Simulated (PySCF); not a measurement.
C3H8BeS, singlet, geometry from GFN2-xTB (such geometries of metal compounds can be far from the true shape). Base run: HF/6-31G, polarisability run with PySCF.

Input for PySCF:
```python
from pyscf import gto, scf
from pyscf.prop import polarizability

mol = gto.M(
    atom='''
Be    0.076799   -0.057764    0.497838
C    -0.219244   -1.120016    1.840937
C    -0.106869   -2.632797    1.569282
H    -1.203853   -0.963761    2.292903
H     0.468850   -0.906361    2.665863
H     0.881528   -2.891863    1.199448
H    -0.837074   -2.953856    0.830964
H    -0.283082   -3.199039    2.484217
S     0.637843    1.133596   -0.875304
C    -0.758311    1.686750   -1.922044
H    -1.230652    0.830772   -2.391450
H    -0.329017    2.337069   -2.678089
H    -1.472840    2.236935   -1.319394
''',
    basis='6-31g',
    charge=0,
    spin=0,
    verbose=3,
)

mf = scf.RHF(mol)
mf.kernel()
alpha = mf.Polarizability().polarizability()[2, 2]
print('alpha_zz =', alpha)
```

The base run was repeated with changes; each row names its change, and settings that it needs were set with it.

```tsv
change	alpha_zz (bohr³)	basis functions	core-seconds (rough)
base	62.97	65	3
basis = 6-31+G*	68.34	110	10
finite field (a.u.) = 2e-4; conv_tol = 1e-6	62.88	65	2
basis = STO-3G	40.93	37	1
finite field (a.u.) = 0.001; conv_tol = 1e-11	62.97	65	3
functional = lda,vwn	69.74	65	20
finite field (a.u.) = 2e-4; conv_tol = 1e-11	62.97	65	3
finite field (a.u.) = 0.005; conv_tol = 1e-11	62.98	65	3
basis = cc-pVDZ	66.26	114	10
functional = pbe	69.11	65	30
finite field (a.u.) = 0.05; conv_tol = 1e-11	64.32	65	3
functional = pbe0	66.69	65	20
```

Finite-field rows take the second difference of the energy in a field along z; a small field with loose convergence shows SCF noise divided by the square of the field, and a large one adds hyperpolarisability.
